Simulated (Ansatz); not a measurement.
Consider the formal exchange of groups at the Se–C bond: `[SeH]C1BO1` + `[F][AlH][F]` → `[F][Al]([F])[SeH]` + `B1CO1`.

Computed with Ansatz on PBE0-D4/def2-TZVP structures; ΔE is electronic, products minus reactants. CCSD(T)/CBS is the MP2 limit (def2-TZVPP, def2-QZVPP) plus CCSD(T) − MP2 in def2-TZVPP, frozen cores. This one scheme is used for every species. DFT in def2-TZVPP. For Se outer-core shells are correlated without core-valence functions, which leaves a few kJ/mol of doubt a bond. Scalar relativity is left out up to krypton. One conformer a species, not always the lowest.

Question: Is it downhill or uphill in electronic energy at CCSD(T)/CBS, and by how much? (Best estimate.)

Answer: Computed: Downhill: ΔE = -36.4 kcal/mol.

Question: What do these levels give: r2SCANh-D4, r2SCAN0-D4, ωB97X-V, RPA@PBE/def2-TZVPP, HF/def2-SVP, CCSD/def2-TZVPP? (Best estimate.)

Answer: The calculation gave: r2SCANh-D4 -37.0, r2SCAN0-D4 -37.7, ωB97X-V -35.4, RPA@PBE/def2-TZVPP -33.7, HF/def2-SVP -40.4, CCSD/def2-TZVPP -36.2 kcal/mol.

Question: What do rigid-rotor, harmonic-oscillator terms from PBE0-D4/def2-TZVP frequencies (298.15 K, 1 bar) make of the CCSD(T)/CBS value? (Best estimate.)

Answer: Ansatz gave: ΔZPE = +2.3 kcal/mol, ΔH = -33.9 kcal/mol, ΔS = 9 J/(mol·K), ΔG = -34.5 kcal/mol.

Largest T1 diagnostic among the species: 0.016.

From PBE to PBE0 (25 % exact exchange), in def2-TZVPP and without D4, ΔE moves by −2.0 kcal/mol. Leaving LDA and LC-ωPBE aside and taking each functional with its dispersion term where it has one, the values, not all of them listed here, spread over 4.7 kcal/mol, from r2SCAN0-D4 to BLYP-D4. In def2-TZVPP, CCSD(T) changes the Hartree–Fock value by +4.0 kcal/mol (the triples alone add +0.9 kcal/mol) and MP2 by +4.0 kcal/mol.
